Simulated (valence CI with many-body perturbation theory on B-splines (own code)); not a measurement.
Ladder of approximations for Os4+

Calculated by configuration interaction combined with many-body perturbation theory (CI+MBPT): four valence electrons over a frozen Dirac-Fock core [Xe] 4f14, a basis of 9 s, 9 p, 10 d, 8 f, 5 g, 3 h, 1 i functions for each j, with the one-electron correlation potential Σ1, the two-electron term Σ2, the three-electron term Σ3, Breit, model QED; selected CI, second order for the rest, scaled by the run's own slope (own B-spline code, finite nucleus).

Against 53 measured levels this calculation errs by 751 cm⁻¹ on average and by 1811 at most. These come from a selection out of Palmeri et al., Atoms 14, 22 (2026). Levels without a partner in it may be off by more, other configurations by 1,000 to 8,000 cm⁻¹. Among the levels kept, up to 250 cm⁻¹ of a level comes from second order outside the variational space, and about a tenth of that is noise between levels of different J, which matters for small intervals. Only levels of the ground parity were solved; by the run's estimate the other parity begins above the list, which can be wrong where configurations are misplaced. 1 measured level below the end of the list, from 73849 cm⁻¹ on, found no clear computed partner, and computed levels of the same name lie up to 620 cm⁻¹ from them.

Each rung adds one term. CI alone is the Dirac-Coulomb CI over the frozen core; QED comes last and gives the full result, which names the levels. Energies are above 5d⁴ ⁵D_0 on the same rung, in cm⁻¹.

Names give the largest LS component (configuration and term), which can be under half, so a name can repeat, a term be missing and a line seem to break the LS rules; names also repeat where a configuration has a term twice. Letters in brackets count levels of one name in rising energy.

| Level | CI alone | Σ1 | Σ2 | Σ3 | Breit | QED | Full |
| --- | --- | --- | --- | --- | --- | --- | --- |
| 5d⁴ ⁵D_1 | 3669 | +592 | -32 | +16 | -141 | +21 | 4125 |
| 5d⁴ ⁵D_2 | 7036 | +972 | +20 | +6.5 | -229 | +34 | 7840 |
| 5d⁴ ⁵D_3 | 9744 | +1169 | +129 | -1.1 | -277 | +41 | 10805 |
| 5d⁴ ⁵D_4 | 11704 | +1154 | +231 | -14 | -275 | +40 | 12840 |
| 5d⁴ ³P_0 [a] | 16341 | +1184 | +1291 | -23 | -222 | +42 | 18614 |
| 5d⁴ ³H_4 | 19620 | +1109 | -238 | -89 | -220 | +33 | 20215 |
| 5d⁴ ³G_3 | 22904 | +1244 | +189 | -65 | -227 | +39 | 24082 |
| 5d⁴ ³F_2 [a] | 22762 | +1228 | +826 | +81 | -218 | +42 | 24721 |
| 5d⁴ ³P_1 [a] | 22036 | +1567 | +1500 | +161 | -298 | +57 | 25024 |
| 5d⁴ ³H_5 | 24321 | +1477 | -350 | -47 | -309 | +46 | 25138 |
| 5d⁴ ³H_6 | 26530 | +1599 | -384 | -62 | -342 | +49 | 27390 |
| 5d⁴ ³G_4 | 28136 | +1845 | +253 | -59 | -369 | +60 | 29866 |
| 5d⁴ ³P_2 [a] | 28097 | +1754 | +1044 | +103 | -319 | +59 | 30738 |
| 5d⁴ ³F_4 [a] | 29983 | +1797 | +614 | -157 | -376 | +60 | 31923 |
| 5d⁴ ³F_3 [a] | 30736 | +1764 | +381 | -20 | -332 | +58 | 32586 |
| 5d⁴ ³D_3 | 33004 | +1836 | +631 | -126 | -378 | +63 | 35030 |
| 5d⁴ ¹D_2 [a] | 33320 | +1899 | +1773 | +136 | -387 | +73 | 36815 |
| 5d⁴ ³G_5 | 34872 | +2306 | +321 | -76 | -493 | +78 | 37008 |
| 5d⁴ ¹I_6 | 37396 | +2273 | -179 | -115 | -483 | +73 | 38966 |
| 5d⁴ ³D_1 | 36605 | +2100 | +873 | -165 | -417 | +72 | 39067 |
| 5d⁴ ¹G_4 [a] | 41599 | +2448 | +678 | -184 | -472 | +79 | 44149 |
| 5d⁴ ³P_2 [b] | 41291 | +2338 | +1149 | +205 | -419 | +80 | 44644 |
| 5d⁴ ¹S_0 [a] | 41310 | +2265 | +2585 | -578 | -440 | +78 | 45220 |
| 5d⁴ ¹F_3 | 44569 | +2274 | +730 | +24 | -433 | +77 | 47240 |
| 5d⁴ ³P_2 [c] | 47601 | +2037 | +1590 | +50 | -362 | +70 | 50987 |
| 5d⁴ ³F_4 [b] | 50733 | +2391 | +1842 | -97 | -475 | +82 | 54476 |
| 5d⁴ ³F_2 [b] | 52453 | +2564 | +1130 | +71 | -487 | +89 | 55820 |
| 5d⁴ ³F_3 [b] | 53395 | +2510 | +1165 | -0.5 | -464 | +83 | 56688 |
| 5d⁴ ³P_1 [b] | 53266 | +2510 | +1477 | +118 | -446 | +87 | 57013 |
| 5d⁴ ³P_0 [b] | 56347 | +2695 | +1530 | -22 | -472 | +91 | 60169 |
| 5d⁴ ¹G_4 [b] | 56951 | +2568 | +1140 | +95 | -456 | +86 | 60385 |

The middle columns are the shifts that each term adds.

Q: How does the ionisation energy move along the ladder, and which term matters most?

A: CI alone 53.706, + Σ1 55.093, + Σ2 55.972, + Σ3 55.958, + Breit 55.951, + QED 55.961 eV. The largest step is Σ1, 1.387 eV. NIST lists 55 ± 1.9 eV (theoretical).
